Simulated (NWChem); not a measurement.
System: vinylidene fluoride (C₂H₂F₂); SMILES C=C(F)F

NWChem printed, in part:

```
             Northwest Computational Chemistry Package (NWChem) 7.3.0
             --------------------------------------------------------

 C2V symmetry detected

                             Geometry "geometry" -> ""
                             -------------------------

 Output coordinates in angstroms (scale by  1.889725989 to convert to a.u.)

  No.       Tag          Charge          X              Y              Z
 ---- ---------------- ---------- -------------- -------------- --------------
    1 C                    6.0000     0.00000000     0.00000000    -1.38650280
    2 C                    6.0000     0.00000000     0.00000000    -0.06362788
    3 F                    9.0000     0.00000000    -1.08587494     0.69746789
    4 F                    9.0000     0.00000000     1.08587494     0.69746789
    5 H                    1.0000     0.00000000     0.93657601    -1.92681898
    6 H                    1.0000     0.00000000    -0.93657601    -1.92681898

 Effective nuclear repulsion energy (a.u.)     117.2563808535

      Symmetry information
      --------------------

 Group name             C2v
 Group number             16
 Group order               4
 No. of unique centers     4

                                 NWChem DFT Module
                                 -----------------

 Summary of "ao basis" -> "ao basis" (spherical)
 ------------------------------------------------------------------------------
       Tag                 Description            Shells   Functions and Types
 ---------------- ------------------------------  ------  ---------------------
 C                         def2-tzvp                11       31   5s3p2d1f
 F                         def2-tzvp                11       31   5s3p2d1f
 H                         def2-tzvp                 4        6   3s1p

      Symmetry analysis of basis
      --------------------------

        a1         54
        a2         17
        b1         25
        b2         40

            General Information
            -------------------
          SCF calculation type: DFT
          Wavefunction type:  closed shell.
          No. of atoms     :     6
          No. of electrons :    32
           Alpha electrons :    16
            Beta electrons :    16
          Charge           :     0
          Spin multiplicity:     1
          Use of symmetry is: on ; symmetry adaption is: on
          Maximum number of iterations: 150
          AO basis - number of functions:   136
                     number of shells:    52
          Convergence on energy requested:  1.00D-06
          Convergence on density requested:  1.00D-05
          Convergence on gradient requested:  5.00D-04

              XC Information
              --------------
                          KT2 Method XC Functional
                        Slater Exchange Functional  1.072 local
                           KT1 gradient correction  1.000 non-local
            Perdew 1991 LDA Correlation Functional  0.577 local

             Grid Information
             ----------------
          Grid used for XC integration:  medium
          Radial quadrature: Mura-Knowles
          Angular quadrature: Lebedev.
          Tag              B.-S. Rad. Rad. Pts. Rad. Cut. Ang. Pts.
          ---              ---------- --------- --------- ---------
          C                   0.70       49           8.0       434
          F                   0.50       49          10.0       434
          H                   0.35       45           8.0       434
          Grid pruning is: on
          Number of quadrature shells:   192
          Spatial weights used:  Erf1

      Superposition of Atomic Density Guess
      -------------------------------------

 Sum of atomic energies:        -275.17843154

      Non-variational initial energy
      ------------------------------

 Total energy =    -276.681070
 1-e energy   =    -612.987267
 2-e energy   =     219.049816
 HOMO         =      -0.283521
 LUMO         =       0.086929

      Symmetry analysis of molecular orbitals - initial
      -------------------------------------------------

  Numbering of irreducible representations:

     1 a1          2 a2          3 b1          4 b2

  Orbital symmetries:

     1 a1          2 b2          3 a1          4 a1          5 a1
     6 b2          7 a1          8 a1          9 b2         10 b1
    11 a1         12 a2         13 b2         14 a1         15 b2
    16 b1         17 b1         18 a1         19 b2         20 a1
    21 b2         22 a1         23 b1         24 a1         25 a1
    26 b1

     ---------------------------------------------
      Total Density - Mulliken Population Analysis
     ---------------------------------------------

    Atom       Charge   Shell Charges
 -----------   ------   -------------------------------------------------------
    1 C    6     6.71   0.86  1.12  0.57  0.66  0.12  1.34  1.44  0.57  0.01  0.01  0.01
    2 C    6     5.00   0.85  1.12  0.51  0.50  0.04  0.83  0.80  0.14  0.05  0.13  0.02
    3 F    9     9.33   0.77  1.20  0.61  1.00  0.31  2.30  2.30  0.83  0.00  0.01  0.00
    4 F    9     9.33   0.77  1.20  0.61  1.00  0.31  2.30  2.30  0.83  0.00  0.01  0.00
    5 H    1     0.81   0.23  0.44  0.12  0.02
    6 H    1     0.81   0.23  0.44  0.12  0.02

   convergence    iter        energy       DeltaE   RMS-Dens  Diis-err
 ---------------- ----- ----------------- --------- --------- ---------
 d= 0,ls=0.0,diis     1   -280.9844444343 -3.98D+02  8.04D-03  7.31D+00
 d= 0,ls=0.0,diis     2   -280.8160312619  1.68D-01  9.31D-03  3.04D+00
 d= 0,ls=0.0,diis     3   -280.8558952693 -3.99D-02  5.34D-03  2.17D+00
 d= 0,ls=0.0,diis     4   -281.1162820863 -2.60D-01  1.38D-03  5.37D-02
 d= 0,ls=0.0,diis     5   -281.1205991589 -4.32D-03  6.23D-04  3.33D-02
  Resetting Diis
 d= 0,ls=0.0,diis     6   -281.1239955346 -3.40D-03  1.47D-04  9.91D-04
 d= 0,ls=0.0,diis     7   -281.1240776870 -8.22D-05  8.12D-05  4.70D-05
 d= 0,ls=0.0,diis     8   -281.1240734317  4.26D-06  4.90D-05  8.77D-05
 d= 0,ls=0.0,diis     9   -281.1240825429 -9.11D-06  1.16D-05  8.51D-06
 d= 0,ls=0.0,diis    10   -281.1240835279 -9.85D-07  2.34D-06  3.11D-07

         Total DFT energy =     -281.124083527941
      One electron energy =     -615.156314662478
           Coulomb energy =      253.504886528325
    Exchange-Corr. energy =      -36.729036247253
 Nuclear repulsion energy =      117.256380853465

 Numeric. integr. density =       32.000000927543

                  Occupations of the irreducible representations
                  ----------------------------------------------

                     irrep           alpha         beta
                     --------     --------     --------
                     a1                8.0          8.0
                     a2                1.0          1.0
                     b1                2.0          2.0
                     b2                5.0          5.0

                       DFT Final Molecular Orbital Analysis
                       ------------------------------------

 Vector   14  Occ=2.000000D+00  E=-3.914810D-01  Symmetry=a1
              MO Center=  3.6D-16,  4.5D-14,  1.0D-01, r^2= 2.3D+00
   Bfn.  Coefficient  Atom+Function         Bfn.  Coefficient  Atom+Function
  ----- ------------  ---------------      ----- ------------  ---------------
    70      0.300540  3 F  pz               101      0.300540  4 F  pz
    73      0.242182  3 F  pz               104      0.242182  4 F  pz
     8      0.210031  1 C  pz                 5      0.161543  1 C  s
    39     -0.158623  2 C  pz                76      0.146220  3 F  pz
   107      0.146220  4 F  pz                35      0.142037  2 C  s

 Vector   15  Occ=2.000000D+00  E=-3.694160D-01  Symmetry=b2
              MO Center=  7.9D-17, -3.3D-14, -5.2D-02, r^2= 2.7D+00
   Bfn.  Coefficient  Atom+Function         Bfn.  Coefficient  Atom+Function
  ----- ------------  ---------------      ----- ------------  ---------------
    70      0.241852  3 F  pz               101     -0.241852  4 F  pz
    69      0.207031  3 F  py               100      0.207031  4 F  py
    73      0.194288  3 F  pz               104     -0.194288  4 F  pz
     7     -0.186292  1 C  py                72      0.164941  3 F  py
   103      0.164941  4 F  py               126     -0.136386  5 H  s

 Vector   16  Occ=2.000000D+00  E=-2.386400D-01  Symmetry=b1
              MO Center= -1.9D-15, -2.1D-15, -6.9D-01, r^2= 1.8D+00
   Bfn.  Coefficient  Atom+Function         Bfn.  Coefficient  Atom+Function
  ----- ------------  ---------------      ----- ------------  ---------------
     6      0.309491  1 C  px                 9      0.279436  1 C  px
    37      0.245661  2 C  px                40      0.235897  2 C  px
    12      0.215812  1 C  px                68     -0.176876  3 F  px
    99     -0.176876  4 F  px                71     -0.141500  3 F  px
   102     -0.141500  4 F  px                74     -0.113870  3 F  px

 Vector   17  Occ=0.000000D+00  E=-2.126297D-02  Symmetry=b1
              MO Center= -5.3D-15, -7.8D-16, -6.8D-01, r^2= 2.2D+00
   Bfn.  Coefficient  Atom+Function         Bfn.  Coefficient  Atom+Function
  ----- ------------  ---------------      ----- ------------  ---------------
    12      0.574416  1 C  px                43     -0.462330  2 C  px
    40     -0.429155  2 C  px                37     -0.394562  2 C  px
     6      0.267682  1 C  px                 9      0.244588  1 C  px
    74      0.166982  3 F  px               105      0.166982  4 F  px
    68      0.151287  3 F  px                99      0.151287  4 F  px

 Vector   18  Occ=0.000000D+00  E= 3.178476D-02  Symmetry=a1
              MO Center= -1.2D-16,  1.3D-15, -5.4D-01, r^2= 5.0D+00
   Bfn.  Coefficient  Atom+Function         Bfn.  Coefficient  Atom+Function
  ----- ------------  ---------------      ----- ------------  ---------------
    36      1.461654  2 C  s                  5     -1.057984  1 C  s
   127      0.914158  5 H  s                133      0.914158  6 H  s
     4     -0.895228  1 C  s                 67     -0.656478  3 F  s
    98     -0.656478  4 F  s                 35      0.645396  2 C  s
    45      0.347030  2 C  pz                75     -0.283708  3 F  py

 Vector   19  Occ=0.000000D+00  E= 5.790847D-02  Symmetry=b2
              MO Center=  2.8D-17,  2.8D-16, -1.4D+00, r^2= 4.0D+00
   Bfn.  Coefficient  Atom+Function         Bfn.  Coefficient  Atom+Function
  ----- ------------  ---------------      ----- ------------  ---------------
   127      1.728690  5 H  s                133     -1.728690  6 H  s
    13     -1.257127  1 C  py                41     -0.346175  2 C  py
    38     -0.261887  2 C  py                67     -0.204826  3 F  s
    98      0.204826  4 F  s                  7     -0.188633  1 C  py
    76      0.174642  3 F  pz               107     -0.174642  4 F  pz

     ---------------------------------------------
      Total Density - Mulliken Population Analysis
     ---------------------------------------------

    Atom       Charge   Shell Charges
 -----------   ------   -------------------------------------------------------
    1 C    6     6.37   0.89  1.09  0.54  0.64  0.13  1.32  1.21  0.52  0.01  0.01  0.01
    2 C    6     5.64   0.89  1.09  0.57  0.48  0.01  1.20  0.96  0.17  0.05  0.18  0.03
    3 F    9     9.15   0.79  1.18  0.66  0.95  0.33  2.29  2.10  0.82  0.00  0.02  0.00
    4 F    9     9.15   0.79  1.18  0.66  0.95  0.33  2.29  2.10  0.82  0.00  0.02  0.00
    5 H    1     0.85   0.28  0.47  0.08  0.02
    6 H    1     0.85   0.28  0.47  0.08  0.02

     -------------------------------------------
      Total Density - Lowdin Population Analysis
     -------------------------------------------

    Atom       Charge   Shell Charges
 -----------   ------   -------------------------------------------------------
    1 C    6     6.24   0.94  1.01  0.37  0.36  0.18  1.13  1.38  0.64  0.02  0.17  0.03
    2 C    6     6.48   0.94  1.01  0.37  0.31  0.15  1.04  1.12  0.48  0.08  0.81  0.18
    3 F    9     8.78   0.88  1.09  0.61  0.68  0.35  2.14  2.08  0.92  0.00  0.03  0.00
    4 F    9     8.78   0.88  1.09  0.61  0.68  0.35  2.14  2.08  0.92  0.00  0.03  0.00
    5 H    1     0.86   0.26  0.38  0.16  0.07
    6 H    1     0.86   0.26  0.38  0.16  0.07

     Multipole analysis of the density
     ---------------------------------

     L   x y z        total         alpha         beta         nuclear
     -   - - -        -----         -----         ----         -------
     0   0 0 0     -0.000000    -16.000000    -16.000000     32.000000

     1   1 0 0     -0.000000     -0.000000     -0.000000      0.000000
     1   0 1 0     -0.000000     -0.000000     -0.000000      0.000000
     1   0 0 1     -0.436183     -0.218091     -0.218091     -0.000000

     2   2 0 0    -16.873643     -8.436821     -8.436821      0.000000
     2   1 1 0     -0.000000     -0.000000     -0.000000      0.000000
     2   1 0 1      0.000000      0.000000      0.000000      0.000000
     2   0 2 0    -16.174442    -49.116229    -49.116229     82.058016
     2   0 1 1     -0.000000     -0.000000     -0.000000      0.000000
     2   0 0 2    -15.119655    -57.090847    -57.090847     99.062038
```

Level: KT2/def2-TZVP. Coordinates come from a B3LYP/6-31G* (spherical d) optimisation.

Question: Write an input that gives this output.

Answer: This is not unique; one that fits is the input that was run:
```
start job
memory heap 200 mb stack 900 mb global 1100 mb
geometry units angstroms noautoz
  C      0.014913    -1.385722     0.000000
  C      0.000736    -0.062923     0.000000
  F     -1.093196     0.686527     0.000000
  F      1.078430     0.709732     0.000000
  H      0.957241    -1.915946     0.000000
  H     -0.915803    -1.936068     0.000000
end
basis spherical
  C library def2-tzvp
  F library def2-tzvp
  H library def2-tzvp
end
dft
  xc kt2
  iterations 150
  mulliken
end
task dft energy
```
